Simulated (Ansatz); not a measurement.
Input for Ansatz (a first-principles code): R-CCSD(T)/aug-cc-pV(D+d)Z on C2H6BCl3O (a complex), monomers drawn apart or pushed together. Files ending in .json are basis or fitting sets from the Basis Set Exchange.

Ansatz 0.2 input:
```yaml
crystal:
  periodic: [false, false, false]
  atoms:
    - {symbol: Cl, position_ang: [0.68045160, -1.51242531, 0.89708230]}
    - {symbol: B, position_ang: [-0.10446912, 0.09061121, 1.33205578]}
    - {symbol: Cl, position_ang: [0.84588839, 1.54141302, 0.76787511]}
    - {symbol: Cl, position_ang: [-1.86355206, 0.18960138, 0.86069609]}
    - {symbol: C, position_ang: [-0.88201400, -0.84775775, 4.15351571]}
    - {symbol: O, position_ang: [-0.04232897, 0.11115193, 3.44792510]}
    - {symbol: C, position_ang: [1.26524289, 0.22485498, 4.08018193]}
    - {symbol: H, position_ang: [-0.94687157, -0.51481120, 5.18605851]}
    - {symbol: H, position_ang: [-0.43243075, -1.83656606, 4.08045629]}
    - {symbol: H, position_ang: [-1.85304841, -0.82795189, 3.67665061]}
    - {symbol: H, position_ang: [1.09447377, 0.50349910, 5.11671426]}
    - {symbol: H, position_ang: [1.80461508, 1.00039930, 3.55263921]}
    - {symbol: H, position_ang: [1.78232531, -0.73011948, 4.00358861]}
basis:
  gaussian:
    orbitals: aug-cc-pV_D+d_Z.json
magnetization: {spin_polarized: false}
correlation: {method: ccsd_t, electrons: outside_noble_gas}
scf: {lower_state_search: off}
```

Output:

```
WARN ansatz: RAYON_NUM_THREADS=6 ignored (pool sized by the plan → 6); use --threads N
Functional definition: HF
these checks for a lower state are left out or cut short: stability, starts, cluster_reference, orbital_swaps, neighbouring_geometries, increment
integrals: 1.71 GiB planned
2327 factors; integrals over basis functions are off by at most 7.5e-4 eV
mean field: 1.51 GiB planned
mean field evaluation 1: about -42375.9126 eV, gradient 3.2e1 eV
mean field evaluation 2: about -42376.0763 eV, gradient 3.2e1 eV
mean field evaluation 4: about -42379.1923 eV, gradient 5.0e0 eV
mean field evaluation 8: about -42379.2680 eV, gradient 3.2e-1 eV
mean field evaluation 16: about -42379.2686 eV, gradient 9.4e-7 eV
mean field -42379.26855322 eV, -1557.4093936309 hartree, gradient 9.3e-7 eV, S^2 0.000000; 0 other end points of the search recorded, 0 dependent functions left out
19 core orbitals not correlated
reference -42379.26855322 eV, -1557.4093936309 hartree; 22, 22 occupied and 201, 201 virtual orbitals, 2327 factors
second order -28.66667435 eV of doubles, -0.00000000 eV of singles
coupled cluster: 5.75 GiB planned
cycle   1  -29.73378780 eV  change    -1.1e0 eV  update   1.3e-1
cycle   2  -30.43567794 eV  change   -7.0e-1 eV  update   3.6e-2
cycle   3  -30.61059698 eV  change   -1.7e-1 eV  update   1.9e-2
cycle   4  -30.60493582 eV  change    5.7e-3 eV  update   4.4e-3
cycle   5  -30.60239321 eV  change    2.5e-3 eV  update   2.1e-3
cycle   6  -30.60262130 eV  change   -2.3e-4 eV  update   7.2e-4
cycle   7  -30.60235855 eV  change    2.6e-4 eV  update   2.8e-4
cycle   8  -30.60233738 eV  change    2.1e-5 eV  update   1.0e-4
cycle   9  -30.60237204 eV  change   -3.5e-5 eV  update   4.2e-5
perturbative correction -1.06592730 eV, -0.0391721056 hartree
Total energy: -42410.93685256 eV, -1558.5731821661 hartree
Checks for a lower state left out: stability, starts, cluster_reference, orbital_swaps, neighbouring_geometries, increment
```

The run converged.

Cost: about 15 core-minutes (a rough figure).
